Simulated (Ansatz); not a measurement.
`C#[C][GaH][Cl]` + H₂O → `C#CO` + `[Cl][GaH2]` at 400 K and 1 bar (formal hydrolysis of a C–Ga bond).

Isolated molecules relaxed with PBE0-D4/def2-TZVP in Ansatz; ΔE leaves out vibrations. CCSD(T)/CBS is the MP2 limit (def2-TZVPP, def2-QZVPP) plus CCSD(T) − MP2 in def2-TZVPP, frozen cores. This one scheme is used for every species. For Ga outer-core shells are correlated without core-valence functions, which leaves a few kJ/mol of doubt a bond. Scalar relativity is left out up to krypton. Each species was taken in one conformer, which may not be the lowest.

| species | CCSD(T)/CBS energy (Eh) | H − E (kJ/mol) | S (J/(mol·K)) |
| --- | --- | --- | --- |
| `C#[C][GaH][Cl]` | -2461.01543 | 96.6 | 351.7 |
| H₂O | -76.37941 | 69.8 | 198.6 |
| `C#CO` | -152.38380 | 102.4 | 264.4 |
| `[Cl][GaH2]` | -2384.95520 | 55.3 | 280.7 |

H − E and S are ideal-gas, rigid-rotor, harmonic terms from PBE0-D4/def2-TZVP, for one conformer and one mirror image of each species. 1 Eh = 2625.50 kJ/mol, R = 8.31446 J/(mol·K).

By hand: ΔE, ΔH, ΔS and ΔG.

ΔE = (-152.38380) + (-2384.95520) − (-2461.01543) − (-76.37941) = 0.05584 Eh = 146.6 kJ/mol. Δ(H − E) = 102.4 + 55.3 − 96.6 − 69.8 = -8.7, so ΔH = 137.9 kJ/mol. ΔS = 264.4 + 280.7 − 351.7 − 198.6 = -5.2 J/(mol·K). ΔG = 137.9 − 400 × (-5.2)/1000 = 140.0 kJ/mol.

By hand: the equilibrium constant, and the temperature at which ΔG would vanish if ΔH and ΔS stayed fixed.

log₁₀ K = −ΔG/(RT ln 10) = -18.3. ΔH and −TΔS have one sign here, so there is no such temperature. One of them is within its doubt of zero, so this could turn.

The number of gas molecules stays the same, so ΔS is small and ΔH decides. A doubt of 5 kJ/mol in ΔE shifts log₁₀ K by 0.7 here. Other conformers and mirror images would add mixing entropy, several J/(mol·K) or more a flexible species. These are equilibria of isolated gas molecules and say nothing of rates. Largest T1 diagnostic: 0.013 (customary marks: 0.02 for closed shells, 0.045 for open ones).
